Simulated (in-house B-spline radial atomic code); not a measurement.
Radial electron density of Hf, [Xe] 4f14 5d2 6s2. Level of theory: Dirac-Kohn-Sham PW91, spherical fractional occupations, Fermi nucleus of rms radius 5.347 fm; calculated with a B-spline radial code for spherical atoms.

Columns: r (bohr), 4πr²n(r) (electrons per bohr), bar.

```
0.000549    2.658 #
0.000689    3.842 #
0.000865    5.526 ##
 0.00109    7.937 ###
 0.00136    11.13 ####
 0.00171    15.63 #####
 0.00215    21.67 #######
 0.00269    29.35 ##########
 0.00338    39.19 #############
 0.00424    50.93 #################
 0.00533    64.29 ######################
 0.00668    77.85 ###########################
 0.00839    90.11 ###############################
  0.0105    98.51 ##################################
  0.0132    101.4 ###################################
  0.0166    98.27 ##################################
  0.0208    92.34 ################################
  0.0261    89.68 ###############################
  0.0328    96.49 #################################
  0.0412    112.7 #######################################
  0.0517      128 ############################################
  0.0648    128.7 ############################################
  0.0814    113.4 #######################################
   0.102    100.9 ##################################
   0.128    107.8 #####################################
   0.161    119.1 #########################################
   0.202      104 ####################################
   0.253    71.44 ########################
   0.318    59.23 ####################
   0.399    68.86 ########################
   0.501    66.04 #######################
   0.629    44.99 ###############
   0.789    26.39 #########
   0.991    17.38 ######
    1.24       12 ####
    1.56    6.905 ##
    1.96    3.421 #
    2.46    1.882 #
    3.08    1.255 
    3.87   0.7669 
    4.86   0.3464 
     6.1   0.1086 
    7.65  0.02428 
    9.61 0.003143 
    12.1 0.0002099
```

On this grid the curve has 4 maxima, near 0.0132, 0.0648, 0.161, 0.399 bohr.

The 5d3/2 radial function P(r) = rR(r), positive near the nucleus, with its small component Q(r) (sign convention: Q ≈ (P' + κP/r)/2c):

```tsv
r (bohr)	P	Q
0.00668	0.0007302	0.001409
0.0105	0.002267	0.003024
0.0166	0.007003	0.006154
0.0261	0.02018	0.01126
0.0412	0.05265	0.01767
0.0648	0.1132	0.02125
0.102	0.1766	0.01529
0.161	0.1359	-0.0007556
0.253	-0.0931	-0.01158
0.399	-0.2777	-0.005198
0.629	-0.04458	0.005011
0.991	0.4257	0.006505
1.56	0.6663	0.003368
2.46	0.5658	0.001006
3.87	0.3264	9.712e-05
6.1	0.1161	-5.792e-05
9.61	0.02231	-2.463e-05
```
